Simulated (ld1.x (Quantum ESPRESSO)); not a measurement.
**Plane-wave convergence, TM potential for tellurium**

ld1.x (Quantum ESPRESSO) 7.5 input, shortened:

```
&input
   title='Te', zed=52., rel=1, dft='PZ', iswitch=3,
   config='[Kr] 4d10 5s1.75 5p4.25 5d-2'
 /
 &inputp
   pseudotype=2, tm=.true., lloc=0,
   nlcc=.true., new_core_ps=.true.
 /
3
5P  2  1   4.25   0.00  1.75  1.75  0.0
5D  3  2  -2.00   0.40  1.70  1.70  0.0
5S  1  0   1.75   0.00  1.35  1.35  0.0
 &test
   configts(1)='5s1.75 5p4.25'
 /
```

The pseudo-atom Hamiltonian at the reference potential is diagonalised in spherical Bessel functions j_l(qr) that vanish at 20 bohr, with q² up to the cutoff. All-electron valence levels (Ry): 5p -0.4598, 5s -1.1433.

Task: How do the lowest levels (Ry) of each channel move with the cutoff, and are there ghosts?

Result:

```
cutoff (Ry)      p #1     p #2    p #3     d #1     s #1     s #2    f #1    f #2  Σ f·Δε (mRy)
          8   -0.4391   0.0233  0.1032   0.0479  -0.9530  -0.0212  0.1141  0.2391         421.0
         21  -30.3243  -0.4457  0.0284   0.0411  -1.0141  -0.0257  0.1141  0.2390         285.8
         45  -45.1289  -0.4589  0.0278   0.0223  -1.1358  -0.0394  0.1141  0.2390          16.7
         70  -57.4650  -0.4597  0.0278  -0.0198  -1.1385  -0.0410  0.1141  0.2390           8.9
        120  -60.6016  -0.4598  0.0278  -3.1565  -1.1415  -0.0414  0.1141  0.2390           3.2
        230  -62.1082  -0.4598  0.0278  -3.9690  -1.1431  -0.0416  0.1141  0.2390           0.3
        400  -62.1973  -0.4598  0.0278  -3.9726  -1.1432  -0.0416  0.1141  0.2390           0.0
```

Result: ghost states, extra bound levels that the all-electron valence spectrum of the same l lacks: p at -846.2 eV, d at -54.0 eV (a true bound ghost makes a file unfit for plane-wave use); 10 mRy is reached at 70 Ry and 1 mRy at 180 Ry.
